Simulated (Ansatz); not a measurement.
BFH (SMILES [BH]F) moved off its minimum; all values from Ansatz (an electronic-structure program), cores frozen in correlated methods. Open shells are unrestricted.
(charge 0, multiplicity 2)
```xyz
3

B     -0.57105     0.42945     0.04057
F      0.54039    -0.20361    -0.01441
H     -1.68396    -0.18222    -0.03324
```

Forces at MP2/aug-cc-pVTZ (eV/Å):

```tsv
atom	Fx	Fy	Fz
B1	-2.417	0.028	-0.020
F2	1.178	-0.690	-0.060
H3	1.240	0.662	0.080
```

### Question
Give the forces (eV/Å), the total energy and the dipole at CCSD(T)/aug-cc-pVTZ.

### Answer

```
atom      Fx      Fy      Fz
----  ------  ------  ------
B1    -2.218   0.102  -0.010
F2     1.135  -0.672  -0.059
H3     1.083   0.570   0.069
```
Energy -125.0873 hartree, dipole 0.48 D.
